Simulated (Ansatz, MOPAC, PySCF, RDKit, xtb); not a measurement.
Complex: H2S (SMILES S) (first 3 atoms) with HI (SMILES I); geometry from B3LYP-D3(BJ)/def2-TZVP, rigid monomers moved along the line of their centres of mass till S1···H5 is 2.85 Å.
(charge 0, multiplicity 1):
| atom | x (Å) | y (Å) | z (Å) |
|---|---|---|---|
| S | -0.0946 | 0.0723 | 0.1021 |
| H | 0.0562 | 1.4018 | 0.2197 |
| H | -1.3905 | 0.1264 | 0.4512 |
| I | 0.8665 | -0.2301 | 4.4673 |
| H | 0.5888 | -0.2059 | 2.8578 |

```tsv
level	interaction energy (kcal/mol)	cost
UFF	-0.16	-
PM6	-1.47	-
GFN1-xTB	-1.82	-
HF/STO-3G (no counterpoise)	-1.08	-
HF/def2-TZVPPD	-0.44	-
HF/def2-QZVPPD	-0.43	-
B3LYP/LANL2DZ (no counterpoise)	-1.73	-
B3LYP/def2-TZVPPD	-1.39	×2
PBE0-D3(BJ)/def2-TZVPPD	-2.77	×1
PBE0-D4/def2-TZVPPD	-2.69	×1
wB97X-V/def2-TZVPPD	-2.10	×3
MP2/def2-QZVPPD	-2.33	-
CCSD/def2-QZVPPD	-1.68	-
CCSD(T)/CBS(def2-TZVPPD, def2-QZVPPD)	-2.15	×500*
```

The rows run from -2.77 (PBE0-D3(BJ)/def2-TZVPPD) to -0.16 kcal/mol (UFF).

Counterpoise-corrected where a basis set is named; no monomer relaxation. Rows marked so take none. RDKit's UFF carries no charges.

Correlated levels freeze the cores. Filled d and f shells under p-block atoms count as core. CBS(a, b) extrapolates the correlation energy as X⁻³ and adds the Hartree–Fock energy of set b. Rows in LANL2DZ, STO-3G carry no dispersion term and start afresh at each structure; the Pople sets are all-electron and without relativity. LANL2DZ brings its own core potentials from Na on. The state reached by PM6 isn't checked.

Programs: Ansatz (a quantum-chemistry and plane-wave program) with Gaussian orbitals; MOPAC for PM6 (differences of heats of formation); PySCF for LANL2DZ rows, STO-3G rows, the dispersion terms; RDKit for the force fields; xtb for the GFN methods.  In def2 rows elements past Kr take small-core potentials, without spin–orbit coupling.

Costs are rough ratios of core time to PBE/def2-TZVPPD (about 3 s over the structures, on one shared machine); a dash marks a level with no comparable run of its own. A star marks coupled-cluster runs past 200 virtual orbitals, where the program's memory plan changes under this machine's limit, so their costs aren't comparable with smaller runs.
